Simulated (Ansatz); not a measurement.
`N=C=C(F)[SiH3]` + `[Cl][SnH3]` → `[SiH3][SnH2][Cl]` + `N=C=CF` at 298.15 K and 1 bar (formal exchange of groups at the Si–C bond).

Computed with Ansatz on PBE0-D4/def2-TZVP structures; ΔE is electronic, products minus reactants. CBS: MP2 limit from def2 TZ/QZ plus the TZ coupled-cluster correction, frozen cores. Elements past krypton have def2 core potentials. For Sn outer-core shells are correlated without core-valence functions, which leaves a few kJ/mol of doubt a bond. Each species was taken in one conformer, which may not be the lowest.

```tsv
species	CCSD(T)/CBS energy (Eh)	H − E (kJ/mol)	S (J/(mol·K))
`N=C=C(F)[SiH3]`	-521.99767	157.5	328.5
`[Cl][SnH3]`	-675.62576	69.1	276.0
`[SiH3][SnH2][Cl]`	-965.91856	123.4	352.7
`N=C=CF`	-231.71293	111.5	273.3
```

H − E and S are ideal-gas, rigid-rotor, harmonic terms from PBE0-D4/def2-TZVP, for one conformer and one mirror image of each species. 1 Eh = 2625.50 kJ/mol, R = 8.31446 J/(mol·K).

By hand: ΔE, ΔH, ΔS and ΔG.

ΔE = (-965.91856) + (-231.71293) − (-521.99767) − (-675.62576) = -0.00806 Eh = -21.2 kJ/mol. Δ(H − E) = 123.4 + 111.5 − 157.5 − 69.1 = 8.3, so ΔH = -12.9 kJ/mol. ΔS = 352.7 + 273.3 − 328.5 − 276.0 = 21.5 J/(mol·K). ΔG = -12.9 − 298.15 × (21.5)/1000 = -19.3 kJ/mol.

By hand: the equilibrium constant, and the temperature at which ΔG would vanish if ΔH and ΔS stayed fixed.

log₁₀ K = −ΔG/(RT ln 10) = 3.4. ΔH and −TΔS have one sign here, so there is no such temperature.

TΔS isn't small against ΔH here. A doubt of 5 kJ/mol in ΔE shifts log₁₀ K by 0.9 here. Other conformers and mirror images would add mixing entropy, several J/(mol·K) or more a flexible species. These are equilibria of isolated gas molecules and say nothing of rates. Largest T1 diagnostic: 0.015 (customary marks: 0.02 for closed shells, 0.045 for open ones).
